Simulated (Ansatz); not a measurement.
Results of the Gaussian-basis code of Ansatz.

A structure relaxed at PBE0-D4/def2-TZVP, charge 0, multiplicity 1:

```xyz
14

C    -0.5449    1.6931   -0.0097
Si   -0.0036    0.0384   -0.6668
N    -1.2837   -1.0876   -0.3943
C     1.5215   -0.5993    0.2256
S     1.2042   -0.8839    1.9868
H     0.2346    2.4417   -0.1713
H    -1.4498    2.0429   -0.5133
H    -0.7411    1.6344    1.0630
H     0.3749    0.1627   -2.1096
H    -1.2426   -2.0132   -0.7909
H    -2.2340   -0.7540   -0.3783
H     1.9138   -1.5054   -0.2443
H     2.3081    0.1580    0.1662
H    -0.0575   -1.3277    1.8370
```

Task: Give its formula and SMILES.

Result: C2H9NSSi, `C[SiH](N)CS`.

Task: Point group (tolerance 0.08 Å, 0.16 Å for H)?

Result: C1.

Task: Summarise the bond lengths by kind.

Result: 2 × C–Si 1.861 to 1.879 Å; 5 × C–H 1.092 to 1.094 Å; 1 × N–Si 1.727 Å; 1 × H–Si 1.497 Å; 2 × H–N 1.007 to 1.008 Å; 1 × C–S 1.812 Å; 1 × H–S 1.346 Å.
